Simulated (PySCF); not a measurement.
How methods differ on the ionisation energy of Tm⁵⁶⁺

Tm⁵⁶⁺ [Ne] 3s2 3p1 [3p1/2^1, M_J = 1/2] → Tm⁵⁷⁺ [Ne] 3s2, as a difference of total energies. Computed with PySCF 2.14 in an uncontracted even-tempered set (18 s from 16 bohr⁻², ratio 2.4; 14 p from 21 bohr⁻², ratio 2.4; 4 d from 71 bohr⁻², ratio 2.6; 4 f from 110 bohr⁻², ratio 2.6), with the two-component X2C-1e Hamiltonian. Correlated levels: 1s2 frozen; the 54 highest virtual spinors dropped. "Screened" scales the spin-orbit matrix elements by Boettger's factors to mimic the two-electron term; Breit and QED terms are absent.

```json
{"method": "GHF (spin-free)", "ionisation energy (eV)": "5474.5"}
{"method": "GMP2 (spin-free)", "ionisation energy (eV)": "5475.0"}
{"method": "GHF (screened spin-orbit)", "ionisation energy (eV)": "5661.3"}
{"method": "GMP2 (screened spin-orbit)", "ionisation energy (eV)": "5661.4"}
```

Breit and QED terms and the two-electron picture change are absent.

The spin-free rows lack the spin-orbit shift.

For comparison: 5656 ± 5 eV (theoretical estimate listed by NIST; NIST Atomic Spectra Database, ionization energies).
